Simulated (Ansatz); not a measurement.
Geometry optimisation, Ansatz, RKS PBE0/6-31G.

Input file:

```yaml
crystal:
  periodic: [false, false, false]
  atoms:
    - { symbol: C, position_ang: [-1.3944, 0.3594, 1.0562] }
    - { symbol: B, position_ang: [0.0715, 0.5096, 0.5866] }
    - { symbol: Cl, position_ang: [1.3135, 1.1575, 1.7473] }
    - { symbol: C, position_ang: [0.5789, 0.0897, -0.8884] }
    - { symbol: "N", position_ang: [1.4722, -1.0197, -0.8416] }
    - { symbol: H, position_ang: [-1.5496, 0.7671, 2.0916] }
    - { symbol: H, position_ang: [-2.0472, 1.0371, 0.3888] }
    - { symbol: H, position_ang: [-1.7374, -0.6346, 0.9668] }
    - { symbol: H, position_ang: [0.9692, 0.9731, -1.3454] }
    - { symbol: H, position_ang: [-0.3877, -0.2335, -1.4429] }
    - { symbol: H, position_ang: [1.8017, -1.1881, -1.7754] }
    - { symbol: H, position_ang: [-0.69128, 0.05936, -0.17783] }
basis:
  gaussian: { orbitals: "6-31G" }
hamiltonian:
  xc: pbe0
relax:
  f_tol: 0.02
  max_steps: 50
```

Command:

```bash
$ ansatz run input.yaml --threads 1 --pin off --max-ram 2048MiB --backend cpu --events-out ev --progress --plain --runs-dir out
```

**Question.** Where does it end, and by what steps?

**Answer.** The run converged. Limits of this set-up: no polarisation functions. After 40 steps the energy has fallen by 9.503 eV; H12 moved furthest, 2.58 Å. Parted: B2–C4, B2–H12. Joined: B2–N5, C4–H12.

| step | energy less start (eV) | largest force component (eV/Å) | accepted |
| --- | --- | --- | --- |
| 0 | 0.0000 | 4.345 | yes |
| 2 | -1.3360 | 2.269 | yes |
| 4 | -2.5596 | 1.907 | yes |
| 6 | -4.9401 | 2.543 | yes |
| 8 | -7.0056 | 3.558 | yes |
| 10 | -7.8359 | 1.447 | yes |
| 12 | -8.2004 | 0.644 | yes |
| 14 | -8.6000 | 0.649 | yes |
| 16 | -9.0015 | 1.271 | yes |
| 18 | -9.3561 | 0.498 | yes |
| 20 | -9.4545 | 0.325 | yes |
| 22 | -9.4683 | 0.033 | yes |
| 24 | -9.4705 | 0.061 | yes |
| 26 | -9.4709 | 0.198 | no |
| 28 | -9.4719 | 0.147 | yes |
| 30 | -9.4734 | 0.213 | yes |
| 32 | -9.4883 | 0.165 | yes |
| 34 | -9.4920 | 0.087 | yes |
| 36 | -9.4977 | 0.165 | yes |
| 38 | -9.5025 | 0.094 | yes |
| 40 | -9.5031 | 0.013 | yes |

```xyz
12
Properties=species:S:1:pos:R:3
C -1.176 -0.217 1.720
B -0.369 0.484 0.578
Cl -0.042 2.292 0.739
C 0.876 0.345 -1.675
N 0.115 -0.180 -0.547
H -0.658 -0.112 2.681
H -2.159 0.254 1.845
H -1.332 -1.286 1.533
H 1.861 -0.130 -1.742
H 0.345 0.179 -2.619
H -0.081 -1.171 -0.603
H 1.020 1.418 -1.545
```

Time of the run: 120 s on 1 thread of Intel(R) Xeon(R) Platinum 8488C (Sapphire Rapids), with other jobs on the host, peak memory 0.18 GiB.
